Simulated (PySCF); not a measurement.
**Computed spin Hamiltonian**

Species: C5H7OS2 (doublet state).
Geometry (GFN2-xTB, Å), atoms numbered from 1 in this order:
```
atom  x, y, z in Å
C1     1.980   -0.704    1.779
O2     1.113   -1.073    0.732
C3     0.679   -0.024   -0.053
C4    -0.062   -0.513   -1.250
C5    -1.355   -0.105   -1.347
C6    -1.791    0.731   -0.321
S7    -3.386    1.408   -0.191
S8    -0.543    1.076    0.846
H9     1.480   -0.021    2.475
H10    2.248   -1.623    2.295
H11    2.882   -0.219    1.388
H12    1.520    0.647   -0.309
H13    0.432   -1.188   -1.922
H14   -2.018   -0.391   -2.145
H15   -3.184    2.008    0.980
```

The hyperfine couplings belong to this conformer and change with its torsions.

The species is `CO[C@H]1[CH]C=C(S)S1` [radical].

Method: UKS B3LYP, pcH-1 on C H O S, non-relativistic, mean-field spin-orbit, GIAO in PySCF. Geometry: GFN2-xTB, one conformer, isolated molecule. A GFN2-xTB geometry isn't a minimum of the functional, and hyperfine couplings can be far from their values at a DFT geometry. The SCF solution wasn't tested for stability.

```
g1, g2, g3        : 2.00147, 2.00518, 2.00697
g_iso             : 2.00454
Form of g         : rhombic: the two nearest values differ by 33 % of g3 − g1
⟨S²⟩              : 0.7674 (exact 0.7500)
α and β electrons : 39, 38
Total energy      : -1066.30574 Eh
```

Hyperfine couplings atom by atom, in 10⁻⁴ cm⁻¹; T1 to T3 are the principal values of the dipolar part; ρ(0) is the spin density at the nucleus (1 × 10⁻⁴ cm⁻¹ = 2.998 MHz):

```json
{"atom": "C1", "isotope": "13C", "a_iso": "-0.2", "of which spin–orbit": "0.0", "T1": "-0.3", "T2": "-0.2", "T3": "0.5", "Mulliken spin population": "0.01", "ρ(0) (bohr⁻³)": "-0.0005"}
{"atom": "O2", "isotope": "17O", "a_iso": "-16.6", "of which spin–orbit": "0.0", "T1": "-2.0", "T2": "1.0", "T3": "1.1", "Mulliken spin population": "0.01", "ρ(0) (bohr⁻³)": "0.0819"}
{"atom": "C3", "isotope": "13C", "a_iso": "-4.6", "of which spin–orbit": "0.0", "T1": "-0.4", "T2": "-0.1", "T3": "0.5", "Mulliken spin population": "-0.03", "ρ(0) (bohr⁻³)": "-0.0123"}
{"atom": "C4", "isotope": "13C", "a_iso": "15.0", "of which spin–orbit": "0.0", "T1": "-14.1", "T2": "-13.4", "T3": "27.5", "Mulliken spin population": "0.53", "ρ(0) (bohr⁻³)": "0.0400"}
{"atom": "C5", "isotope": "13C", "a_iso": "-12.4", "of which spin–orbit": "0.0", "T1": "-6.8", "T2": "2.8", "T3": "3.9", "Mulliken spin population": "-0.18", "ρ(0) (bohr⁻³)": "-0.0331"}
{"atom": "C6", "isotope": "13C", "a_iso": "20.6", "of which spin–orbit": "0.2", "T1": "-16.0", "T2": "-15.5", "T3": "31.5", "Mulliken spin population": "0.48", "ρ(0) (bohr⁻³)": "0.0544"}
{"atom": "S7", "isotope": "33S", "a_iso": "1.1", "of which spin–orbit": "-0.1", "T1": "-4.6", "T2": "-3.4", "T3": "8.0", "Mulliken spin population": "0.10", "ρ(0) (bohr⁻³)": "0.0104"}
{"atom": "S8", "isotope": "33S", "a_iso": "1.2", "of which spin–orbit": "-0.1", "T1": "-4.0", "T2": "-2.6", "T3": "6.6", "Mulliken spin population": "0.08", "ρ(0) (bohr⁻³)": "0.0109"}
{"atom": "H9", "isotope": "1H", "a_iso": "-0.2", "of which spin–orbit": "0.0", "T1": "-0.5", "T2": "-0.2", "T3": "0.7", "Mulliken spin population": "0.00", "ρ(0) (bohr⁻³)": "-0.0001"}
{"atom": "H10", "isotope": "1H", "a_iso": "-0.1", "of which spin–orbit": "0.0", "T1": "-0.4", "T2": "-0.2", "T3": "0.5", "Mulliken spin population": "0.00", "ρ(0) (bohr⁻³)": "-0.0001"}
{"atom": "H11", "isotope": "1H", "a_iso": "-0.2", "of which spin–orbit": "0.0", "T1": "-0.4", "T2": "-0.2", "T3": "0.6", "Mulliken spin population": "0.00", "ρ(0) (bohr⁻³)": "-0.0001"}
{"atom": "H12", "isotope": "1H", "a_iso": "19.1", "of which spin–orbit": "0.0", "T1": "-0.7", "T2": "-0.5", "T3": "1.2", "Mulliken spin population": "0.02", "ρ(0) (bohr⁻³)": "0.0128"}
{"atom": "H13", "isotope": "1H", "a_iso": "-11.6", "of which spin–orbit": "0.0", "T1": "-6.8", "T2": "-0.1", "T3": "7.0", "Mulliken spin population": "-0.02", "ρ(0) (bohr⁻³)": "-0.0078"}
{"atom": "H14", "isotope": "1H", "a_iso": "2.6", "of which spin–orbit": "0.0", "T1": "-1.5", "T2": "-0.1", "T3": "1.6", "Mulliken spin population": "0.01", "ρ(0) (bohr⁻³)": "0.0017"}
{"atom": "H15", "isotope": "1H", "a_iso": "-1.4", "of which spin–orbit": "0.0", "T1": "-0.7", "T2": "-0.5", "T3": "1.2", "Mulliken spin population": "0.00", "ρ(0) (bohr⁻³)": "-0.0009"}
```

The largest Mulliken spin populations are on C4 (+0.53), C6 (+0.48), C5 (-0.18) and S7 (+0.10). The positive populations add up to 1.24 and the negative ones to -0.24, together 2S = 1. The angles at C4 add up to 359.9°, so it is planar.

C4, the radical centre as drawn in `CO[C@H]1[CH]C=C(S)S1`, holds a spin population of +0.53 out of 1.

Axes: g3 points within 12° of the C5–C6 bond.

Under fast tumbling the dipolar parts average out, and these isotropic splittings remain: 1 × 1H (H12, I = 1/2, 2 lines) with 2.04 mT, 1 × 1H (H13, I = 1/2, 2 lines) with 1.24 mT, 1 × 1H (H14, I = 1/2, 2 lines) with 0.28 mT and 1 × 1H (H15, I = 1/2, 2 lines) with 0.15 mT.

The 13C coupling of C6 (61.7 MHz) shows only in satellite lines or after enrichment, since that isotope makes up about 1.07 % of natural carbon.

The 17O coupling of O2 (-49.7 MHz) shows only in satellite lines or after enrichment, since that isotope makes up about 0.038 % of natural oxygen.

β density exceeds α density at some nuclei, such as C5 (-0.0331), C3 (-0.0123) and H13 (-0.0078), spin density in bohr⁻³. In a single determinant that takes different orbitals for the two spins, that is spin polarisation.
